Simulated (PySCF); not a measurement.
Species: C6H6F4.
InChI=1S/C6H6F4/c1-2-3-4-5(7)6(8,9)10/h5H,4H2,1H3/t5-/m0/s1

All values: CAM-B3LYP/def2-SVPD (PySCF, non-relativistic), on one gas-phase PBE0-D3(BJ)/def2-SVP geometry that isn't relaxed in the solvent. The solvent is an IEF-PCM continuum (Bondi radii, 1.10 Å for H, scaled by 1.2), and excitations are vertical TDDFT with non-equilibrium linear response and a frozen core. Specific hydrogen bonds and non-electrostatic terms are outside this model.

Gas-phase singlets (H = HOMO, L = LUMO):

```tsv
state	E (eV)	λ (nm)	f	leading configurations
S1	6.447	192	0.000	H→L+4 23%, H→L+3 21%
S2	6.743	184	0.004	H→L+4 24%, H-1→L+3 24%
S3	6.799	182	0.001	H-1→L+4 37%, H-1→L+3 24%
S4	7.062	176	0.008	H→L 86%
S5	7.161	173	0.013	H-1→L 87%
```

Q: What are the lowest 5 singlets in methanol (ε = 32.61)?

A: 
```json
{"state": "S1", "E (eV)": "6.511", "λ (nm)": "190", "f": "0.000", "leading configurations": "H→L+3 28%, H→L+5 27%", "change by rank (eV)": "+0.064"}
{"state": "S2", "E (eV)": "6.809", "λ (nm)": "182", "f": "0.004", "leading configurations": "H→L+5 22%, H-1→L+3 19%", "change by rank (eV)": "+0.066"}
{"state": "S3", "E (eV)": "6.872", "λ (nm)": "180", "f": "0.002", "leading configurations": "H-1→L+5 35%, H-1→L+4 34%", "change by rank (eV)": "+0.073"}
{"state": "S4", "E (eV)": "7.059", "λ (nm)": "176", "f": "0.015", "leading configurations": "H→L 78%, H→L+1 12%", "change by rank (eV)": "-0.003"}
{"state": "S5", "E (eV)": "7.161", "λ (nm)": "173", "f": "0.020", "leading configurations": "H-1→L 79%, H-1→L+1 12%", "change by rank (eV)": "0.000"}
```

Q: What are the lowest 5 singlets in water (ε = 78.36)?

A: 
```csv
state,E (eV),λ (nm),f,leading configurations,change by rank (eV)
S1,6.514,190,0.000,"H→L+3 28%, H→L+5 26%",+0.067
S2,6.811,182,0.004,"H→L+5 22%, H-1→L+3 19%",+0.068
S3,6.875,180,0.002,"H-1→L+5 36%, H-1→L+4 33%",+0.076
S4,7.059,176,0.015,"H→L 77%, H→L+1 12%",-0.003
S5,7.161,173,0.020,"H-1→L 79%, H-1→L+1 12%",0.000
```

Q: How do the frontier levels move from gas to water?

A: 
```
orbital  gas (eV)  solvent (eV)  change (eV)
 LUMO+2      1.90          2.06        +0.16
 LUMO+1      1.52          1.64        +0.12
   LUMO      1.08          1.24        +0.16
   HOMO     -9.01         -8.88        +0.13
 HOMO-1     -9.10         -8.97        +0.13
 HOMO-2    -11.92        -11.82        +0.10
 HOMO-3    -12.36        -12.28        +0.08
```

The HOMO–LUMO gap goes from 10.09 to 10.12 eV.

Conformer computed: `[CH3:1][C:2]#[C:3][CH2:4][C@H:5]([F:6])[C:7]([F:8])([F:9])[F:10]`: C3–C4–C5–F6 -171°, C4–C5–C7–F8 51°.
